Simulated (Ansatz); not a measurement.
Reactions of BrHSSi, SMILES `S[Si]Br`.

Program: Ansatz. Geometries: PBE0-D4/def2-TZVP. ΔE: electronic, gas phase. CCSD(T)/CBS is the MP2 limit (def2-TZVPP, def2-QZVPP) plus CCSD(T) − MP2 in def2-TZVPP, frozen cores. This one scheme is used for every species. DFT in def2-TZVPP. B3LYP here is the variant with VWN-RPA as its local correlation; programs differ in this. For Br outer-core shells are correlated without core-valence functions, which leaves a few kJ/mol of doubt a bond. Scalar relativity is left out up to krypton. Each species was taken in one conformer, which may not be the lowest.

```
                                  reaction  RPA@PBE/def2-TZVPP (kJ/mol)  B3LYP-D4 (kJ/mol)
`S[Si]Br` + silanol → `[SiH3]O[Si]S` + HBr                          -15                 -9
      `S[Si]Br` + CH₃OH → `CO[Si]Br` + H₂S                          -50                -51
         `S[Si]Br` + HCl → `S[Si]Cl` + HBr                            0                  1
         `S[Si]Br` + H₂O → `O[Si]Br` + H₂S                          -44                -42
```

(1) Give the CCSD(T)/CBS values in the same order. (An estimate is asked.)

Largest T1 diagnostic: 0.015, for `[SiH3]O[Si]S`.

Results:

(1) Ansatz gave: -5, -46, 2, -36 kJ/mol.
